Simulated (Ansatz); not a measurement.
`[CH3][GeH]([OH])[F]` and `B[NH][GeH]([CH3])[F]` differ in one atom or group.

Ansatz, PBE0-D4/def2-TZVP geometries, multiplicity 1. Each molecule was computed in one conformer, which needn't be the lowest.

Scalar relativity is left out up to krypton.

| property | `[CH3][GeH]([OH])[F]` |
| --- | --- |
| HOMO energy (ωB97M-V/def2-TZVPP) / eV | -11.24 |
| size of the dipole moment (ωB97M-V/def2-TZVPP) / D | 1.89 |
| HOMO–LUMO gap (ωB97M-V/def2-TZVPP) / eV | 13.49 |
| LUMO energy (B3LYP/def2-TZVPP) / eV | 0.27 |
| LUMO energy (PBE/def2-TZVPP) / eV | -0.29 |
| HOMO energy (B3LYP/def2-TZVPP) / eV | -8.69 |

Task: What does the change do to each property? (Estimate.)

Result: Ansatz gave: 
| property | `B[NH][GeH]([CH3])[F]` | shift |
| --- | --- | --- |
| HOMO energy (ωB97M-V/def2-TZVPP) / eV | -11.00 | 0.24 |
| size of the dipole moment (ωB97M-V/def2-TZVPP) / D | 2.79 | 0.90 |
| HOMO–LUMO gap (ωB97M-V/def2-TZVPP) / eV | 12.70 | -0.79 |
| LUMO energy (B3LYP/def2-TZVPP) / eV | -0.40 | -0.67 |
| LUMO energy (PBE/def2-TZVPP) / eV | -1.14 | -0.85 |
| HOMO energy (B3LYP/def2-TZVPP) / eV | -8.51 | 0.18 |

With PBE0 the HOMO rises by 0.21 eV and the LUMO falls by 0.80 eV, so the gap narrows by about 1.01 eV. PBE moves the HOMO by -0.03 eV and ωB97M-V by 0.24 eV. The zero-point energy changes by 65.2 kJ/mol with +9 modes. Dipoles are sizes alone; their direction can turn.

B3LYP here is the variant with VWN-RPA as its local correlation; programs differ in this.
